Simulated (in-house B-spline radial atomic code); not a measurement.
A fraction x of an electron is moved 3d → 4d in Rh2+, starting from [Kr] 4d7 and keeping the highest spin. Level of theory: scalar-relativistic (X2C) r2SCAN0, spin-polarised, spherical fractional occupations, Fermi nucleus of rms radius 4.4945 fm; calculated with a radial B-spline atomic code at the basis-set limit.

Caution: exact exchange at fractional occupations of open shells leaves self-interaction of up to several eV.

```
    x  E(x) - E(0) (eV)  3d down level (eV)  4d down level (eV)
    0            0.0000            -332.093             -23.720
0.125           38.6603            -334.290             -24.099
 0.25           77.5475            -336.480             -24.477
0.375          116.6608            -338.664             -24.855
  0.5                 ?                   ?                   ?
0.625                 ?                   ?                   ?
 0.75          235.3503            -345.179             -25.986
0.875          275.3611            -347.339             -26.362
    1          315.5944            -349.492             -26.737
```

Question: What belongs in the row x = 0.5?

Answer: An energy change of 155.9995 eV; 3d down at -340.842 eV, 4d down at -25.233 eV.

Question: What belongs in the row x = 0.625?

Answer: An energy change of 195.5629 eV; 3d down at -343.014 eV, 4d down at -25.610 eV.

Question: Check Janak's theorem between x = 0.125 and 0.25.

Answer: The slope of the energy is 311.10 eV; the orbital levels give 311.10 eV (ε of the receiving orbital less ε of the emptying one, averaged over the two points).
